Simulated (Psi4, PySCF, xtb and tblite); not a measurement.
Conformational energy of SMILES O=C[SiH2]C[SiH3], singlet. Scanned: dihedral C2–Si3–C4–Si5; all other coordinates were relaxed at GFN2-xTB. Points at φ and −φ are mirror images.

Geometry of the scan point at 160° (Å):
```
13

O      0.8137    -0.7649     1.7404
C      1.6055    -0.1993     1.0298
Si     1.1577     0.6071    -0.6571
C     -0.6266     0.1487    -1.0836
Si    -1.4891     1.2662    -2.3580
H      2.6641    -0.1203     1.3654
H      2.1330     0.1046    -1.6303
H      1.3637     2.0461    -0.4589
H     -1.2124     0.1495    -0.1627
H     -0.6497    -0.8802    -1.4466
H     -0.7286     1.2475    -3.6091
H     -2.8461     0.7706    -2.6030
H     -1.5556     2.6365    -1.8484
```

GFN2-xTB (xtb and tblite); PBE0/def2-TZVP // GFN2-xTB (Psi4); PBE0-D3(BJ)/def2-TZVP // GFN2-xTB (Psi4); PBE/def2-TZVP // GFN2-xTB (Psi4); PBE-D3(BJ)/def2-TZVP // GFN2-xTB (Psi4); M06-2X/def2-TZVP // GFN2-xTB (Psi4); MP2/cc-pVTZ = DF-MP2 (frozen core)/cc-pVTZ // GFN2-xTB in Psi4; HF/cc-pVTZ // GFN2-xTB (Psi4); RKS-B3LYP/6-31G* = restricted B3LYP/6-31G*, spherical d, density fitting // GFN2-xTB in PySCF; RKS-B3LYP/LANL2DZ = restricted B3LYP/LANL2DZ, with its core potentials past Ne // GFN2-xTB (PySCF 2.14.0); RKS-BP86/6-31G* = PySCF with restricted BP86/6-31G*, spherical d, density fitting // GFN2-xTB.

Least-squares fit of E(φ) = a0 + Σ (a_n cos nφ + b_n sin nφ), n = 1 to 4, to the 18 scan points, in kJ/mol above the lowest point of each profile (levels whose profile four harmonics don't fit are not listed):

```csv
method,a0,a1,b1,a2,b2,a3,b3,a4,b4,rms of fit
GFN2-xTB,4.35,-3.71,0.00,-1.39,0.00,0.59,0.00,-0.06,0.00,0.34
PBE0/def2-TZVP,3.92,4.62,0.00,2.03,0.00,1.27,0.00,-0.31,0.00,0.31
PBE0-D3(BJ)/def2-TZVP,2.96,3.41,0.00,1.83,0.00,1.36,0.00,-0.23,0.00,0.20
PBE/def2-TZVP,3.97,4.95,0.00,2.18,0.00,1.13,0.00,-0.35,0.00,0.38
PBE-D3(BJ)/def2-TZVP,2.94,3.63,0.00,1.90,0.00,1.20,0.00,-0.24,0.00,0.24
M06-2X/def2-TZVP,2.27,2.29,0.00,1.48,0.00,1.55,0.00,0.02,0.00,0.21
MP2/cc-pVTZ,2.37,2.46,0.00,1.61,0.00,1.66,0.00,-0.06,0.00,0.18
HF/cc-pVTZ,5.98,7.40,0.00,3.91,0.00,2.44,0.00,-0.56,0.00,0.74
RKS-B3LYP/6-31G*,2.82,3.99,0.00,1.96,0.00,1.07,0.00,0.14,0.00,0.19
RKS-B3LYP/LANL2DZ,4.33,6.82,0.00,3.65,0.00,1.33,0.00,-0.24,0.00,0.76
RKS-BP86/6-31G*,2.69,3.67,0.00,1.43,0.00,0.62,0.00,0.19,0.00,0.09
```
